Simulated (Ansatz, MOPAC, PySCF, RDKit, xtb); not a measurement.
Noncovalent pair: NH3 (SMILES N) (first 4 atoms) with CH4O (SMILES CO); geometry from B3LYP-D3(BJ)/def2-TZVP, rigid monomers moved along the line of their centres of mass till N1···H10 is 3.47 Å.
(charge 0, multiplicity 1):
```xyz
10

N      0.0224    -0.1236     0.0761
H     -0.3449    -0.9589    -0.3657
H     -0.3594     0.6772    -0.4145
H      1.0265    -0.1189    -0.0626
C      0.1785     0.0640     5.2203
O     -0.9732    -0.0054     4.4091
H      0.8351    -0.8076     5.0942
H     -0.1474     0.0895     6.2611
H      0.7725     0.9686     5.0311
H     -0.6892    -0.0280     3.4750
```

Counterpoise-corrected where a basis set is named; no monomer relaxation. Rows marked so take none. RDKit's UFF carries no charges.

Correlated levels freeze the cores. Rows in 3-21G carry no dispersion term and start afresh at each structure. The state that PM3 reach isn't checked.

The values were computed with Ansatz (Gaussian basis) for Hartree–Fock, density functionals and correlated methods; MOPAC for PM3 (differences of heats of formation); PySCF for 3-21G rows, the dispersion terms; RDKit for the force fields; xtb for the GFN methods. Values without a source in brackets are computed.

| level | interaction energy (kJ/mol) |
|---|---|
| UFF | -0.9 |
| PM3 | -2.7 |
| GFN1-xTB | -3.1 |
| HF/3-21G (no counterpoise) | -9.7 |
| r2SCAN-D3(BJ)/def2-TZVPPD | -7.6 |
| B3LYP/3-21G (no counterpoise) | -10.0 |
| B3LYP/def2-TZVPPD | … |
| wB97X-V/def2-TZVPPD | -7.7 |
| CCSD(T)/aug-cc-pVDZ | -7.5 |

Q: Some entries are withheld; supply them.

A: 
- B3LYP/def2-TZVPPD, interaction energy (kJ/mol): -6.6

Ansatz is an electronic-structure program.
